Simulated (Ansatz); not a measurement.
`[SiH3]C1=C(Cl)C1`, charge 0, multiplicity 1.

(1) Give a relaxed structure at PBE0-D4/def2-TZVP (Ansatz 0.2.0). (An estimate is asked.)

Answers

(1) Ansatz gave: 
Z-matrix (Å, degrees):
```
Si
C 1 1.833
H 1 1.486 2 109.2
H 1 1.486 2 109.3 3 118.8
H 1 1.484 2 109.9 3 -120.6
C 2 1.294 1 154.1 3 120.5
C 2 1.548 1 144.7 3 -59.3
Cl 6 1.678 2 147.4 1 0.1
H 7 1.090 2 118.8 1 73.3
H 7 1.090 2 118.8 1 -73.5
```
Point group Cs.
This is one stationary point; other conformers may exist.
